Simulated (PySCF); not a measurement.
Species: C₄H₁₁NSi.
Numbering: `[CH3:1][CH2:2][CH2:3]/[CH:4]=[N:5]/[SiH3:6]` (hydrogens: H7, H8, H9 on C1; H10, H11 on C2; H12, H13 on C3; H14 on C4; H15, H16, H17 on Si6)

The same species was optimised twice, with GFN2-xTB and with PBE0-D3(BJ)/def2-SVP (PySCF), and the same property calculations (PySCF, gas phase) were run on both structures.

```
     coordinate  GFN2-xTB  PBE0-D3(BJ)/def2-SVP  change
     N5–Si6 (Å)     1.716                 1.750  +0.034
      C4=N5 (Å)     1.250                 1.266  +0.016
      C3–C4 (Å)     1.494                 1.497  +0.003
      C1–C2 (Å)     1.524                 1.521  -0.003
      C2–C3 (Å)     1.530                 1.530   0.000
  C4–N5–Si6 (°)     135.0                 124.6   -10.4
   C1–C2–C3 (°)     111.6                 113.4    +1.8
   C3–C4–N5 (°)     122.3                 123.6    +1.3
   C2–C3–C4 (°)     112.1                 112.6    +0.5
C1–C2–C3–C4 (°)        66                    65      -1
C2–C3–C4–N5 (°)      -136                  -124     +12
```

Rotational constants: A = 7470, B = 1094, C = 1013 MHz (GFN2-xTB) against A = 6824, B = 1135, C = 1041 MHz (PBE0-D3(BJ)/def2-SVP). Point groups within 0.08 Å: C1 and C1.

On the GFN2-xTB structure: HOMO (eV) -6.78 [PBE0/pcSseg-1]; LUMO (eV) -0.44 [PBE0/pcSseg-1]; dipole (D) 1.72 [PBE0/pcSseg-1]; GIAO shielding of C1 (ppm) 171.0 [PBE0/pcSseg-1]; GIAO shielding of C2 (ppm) 164.3 [PBE0/pcSseg-1]; GIAO shielding of C3 (ppm) 138.2 [PBE0/pcSseg-1]; GIAO shielding of C4 (ppm) 1.9 [PBE0/pcSseg-1]; GIAO shielding of N5 (ppm) -108.7 [PBE0/pcSseg-1]; GIAO shielding of Si6 (ppm) 410.6 [PBE0/pcSseg-1].

Task: What do these properties become on the PBE0-D3(BJ)/def2-SVP structure?

Result: 
```
                                    property          level  on GFN2-xTB  on PBE0-D3(BJ)/def2-SVP  change
                                   HOMO (eV)  PBE0/pcSseg-1        -6.78                    -7.02   -0.24
                                   LUMO (eV)  PBE0/pcSseg-1        -0.44                    -0.59   -0.15
                                  dipole (D)  PBE0/pcSseg-1         1.72                     1.88   +0.16
energy, GFN2-xTB geometry as zero (kcal/mol)  PBE0/pcSseg-1          0.0                     -2.6    -2.6
                  GIAO shielding of C1 (ppm)  PBE0/pcSseg-1        171.0                    169.5    -1.5
                  GIAO shielding of C2 (ppm)  PBE0/pcSseg-1        164.3                    163.4    -0.9
                  GIAO shielding of C3 (ppm)  PBE0/pcSseg-1        138.2                    137.2    -1.0
                  GIAO shielding of C4 (ppm)  PBE0/pcSseg-1          1.9                     -5.6    -7.5
                  GIAO shielding of N5 (ppm)  PBE0/pcSseg-1       -108.7                   -111.7    -3.0
                 GIAO shielding of Si6 (ppm)  PBE0/pcSseg-1        410.6                    396.4   -14.2
```

The heavy atoms differ by 0.104 Å rms after alignment. Among bonds between heavy atoms N5–Si6 changes most (+0.034 Å). Changes are differences of the printed values. Neither structure is proved a minimum here.

Conformer computed: `[CH3:1][CH2:2][CH2:3]/[CH:4]=[N:5]/[SiH3:6]`: C1–C2–C3–C4 65°, C2–C3–C4–N5 -124°.
